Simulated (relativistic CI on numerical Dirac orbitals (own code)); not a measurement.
# Radial parameters of Ce⁴³⁺

Method of calculation: Dirac-Coulomb-Breit CI, orbitals from a KLI potential per configuration, model QED, unscaled Slater integrals (own radial code, finite nucleus).

Slater integrals F^k, G^k are unscaled and averaged over j, outside the closed core [Ne]; ζ comes from projecting the Hamiltonian with its Breit term on Σ l·s of the shell.

- 3s2 3p3: F^2(3p,3p) = 402440, ζ(3p) = 606330 cm⁻¹; <r>(3p) = 0.2448, <r^2>(3p) = 0.06921 (bohr units).
- 3s 3p4: F^2(3p,3p) = 402220, G^1(3s,3p) = 507370, ζ(3p) = 606140 cm⁻¹; <r>(3s) = 0.2522, <r^2>(3s) = 0.07247, <r>(3p) = 0.2449, <r^2>(3p) = 0.06929 (bohr units).
- 3s2 3p2 3d: F^2(3p,3p) = 402080, ζ(3p) = 605650, F^2(3p,3d) = 404940, G^1(3p,3d) = 421050, G^3(3p,3d) = 284660, ζ(3d) = 81729 cm⁻¹; <r>(3p) = 0.245, <r^2>(3p) = 0.06934, <r>(3d) = 0.2162, <r^2>(3d) = 0.05389 (bohr units).

Averages of the first 10 configurations, taken without configuration mixing, which lowers the lowest level and can move excited configurations by several eV; other configurations of the list can lie among them:

```tsv
Configuration	Parity	States	Average energy above the lowest level (eV)
3s2 3p3	odd	20	118.2
3s 3p4	even	30	324.7
3s2 3p2 3d	even	150	344.3
3p5	odd	6	548.6
3s 3p3 3d	odd	400	543.3
3p4 3d	even	150	759.8
3s 3p2 3d2	even	1350	768.7
3s2 3p 3d 4p	even	360	1920.2
3p4 4s	even	30	2030.6
3s 3p2 3d 4s	even	600	2029.5
```
